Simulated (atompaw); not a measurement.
## Ba (Z = 56): one change to a PAW (atompaw) potential, before and after

| Item | Value |
| --- | --- |
| Element | barium |
| Generator | atompaw 4.2.0.5 |
| Type | PAW |
| Functional | PBEsol |
| Relativity | scalar-relativistic |
| Frozen core | [Xe] |
| Valence charge | 2 |
| Reference configuration | 5d0 6s2 6p0 |
| Partial waves | 6s (bound): rc 3.00 bohr; 6s channel at 3.35 Ry: rc 3.00 bohr; 6p (bound, empty): rc 3.00 bohr; 6p channel at 0.5 Ry: rc 3.00 bohr; 5d (bound, empty): rc 3.00 bohr; 5d channel at 0.2 Ry: rc 3.00 bohr |
| Local potential | troulliermartins scheme with l = 3 at 0 Ry, radius 2.55 bohr |
| Core correction | smooth core density matched at 1.80 bohr |
| Augmentation charge | sinc compensation charge, radius 2.70 bohr; PAW radius 3.00 bohr; waves and projectors: custom polynom2 7 10 vanderbiltortho |

Change: local potential troulliermartins scheme with l = 3 at 0 Ry, radius 2.82 bohr.

Cutoffs: the cutoffs (Ry, on a coarse ladder) from which the occupation-weighted sum of valence levels, in a spherical-Bessel basis at the reference potential, stays within 10 and 1 mRy of its value at 400 Ry; they do not see the model core or the augmentation charge, which bear on the density cutoff.

Task: What does the change do?

Result: Both files are so soft that the ladder of cutoffs tells neither apart; both files keep a bound ghost (p, s); the range in which the s phases agree narrows (upper end 5.0 → 0.3).

| quantity | base | changed |
| --- | --- | --- |
| cutoff, loose | 6 Ry | 6 Ry |
| cutoff, tight | 12 Ry | 12 Ry |
| bound ghosts | s, p | s, p |
| s: phases at 3.01 bohr within 0.05 rad from the reference energy up to (Ry; the scan ends near 5) | 5.0 | 0.3 |
| p: phases at 3.01 bohr within 0.05 rad from the reference energy up to (Ry; the scan ends near 5) | to the end of the scan | to the end of the scan |
| d: phases at 3.01 bohr within 0.05 rad from the reference energy up to (Ry; the scan ends near 5) | 2.0 | 2.1 |
| lowest overlap eigenvalue by channel | s 0.19, p 0.74, d 0.91 | s 0.24, p 0.74, d 0.91 |

Base: The cutoffs count occupied waves only; the empty 5d level needs 10 Ry at the loose tolerance. Changed file: The cutoffs count occupied waves only; the empty 5d level needs 10 Ry at the loose tolerance. A true bound ghost makes a file unfit for plane-wave use even where its test errors are small: the radial tests pick states by their node count and pass the ghost by. The cutoffs see the waves, projectors and local potential, not the compensation charge or the core.
